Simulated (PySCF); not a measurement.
A structure optimised at PBE-D3(BJ)/def2-SVP, used in a PySCF frequency run:

```xyz
13

C      1.4423     0.1504     0.6847
C      1.4423     0.1504    -0.6847
C      0.3090    -0.2428    -1.5058
C     -0.9926    -0.1285    -1.1445
O     -1.4081     0.5416     0.0000
C     -0.9926    -0.1285     1.1445
C      0.3090    -0.2428     1.5058
H      2.3902     0.3620     1.2062
H      2.3902     0.3620    -1.2062
H      0.5112    -0.6954    -2.4906
H     -1.8213    -0.5075    -1.7695
H     -1.8213    -0.5075     1.7695
H      0.5112    -0.6954     2.4906
```

Question: Write its SMILES, formula and point group.

Answer: C1=CC=COC=C1, C6H6O, Cs

Question: What are its rotational constants (standard atomic weights)?

Answer: 3.9588, 3.7403, 2.0598 GHz
